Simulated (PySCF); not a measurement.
Radial density of Nb⁺ (niobium, charge +1)

PBE, [Kr] 4d4, high-spin 5D determinant. Computed with PySCF 2.14 in cc-pVDZ-PP with ECP28MDF (4s4p3d1f, 38 functions), with scalar relativity through the core potential. This is the valence pseudo-density: the core potential removes the inner electrons and smooths the orbitals near the nucleus.

```tsv
r (bohr)	4πr²ρ (e/bohr)	4πr²(ρα − ρβ)
0.0504	2.253e-05	0.0000
0.0847	7.866e-05	0.0000
0.143	0.0005010	0.0001
0.240	0.006756	0.0015
0.403	0.1749	0.0290
0.678	3.421	0.3699
1.14	9.853	1.6988
1.92	3.826	1.8421
3.23	0.5926	0.5488
5.43	0.03469	0.0346
9.13	0.0002655	0.0003
```

Energies and moments cover only the electrons outside the core potential.
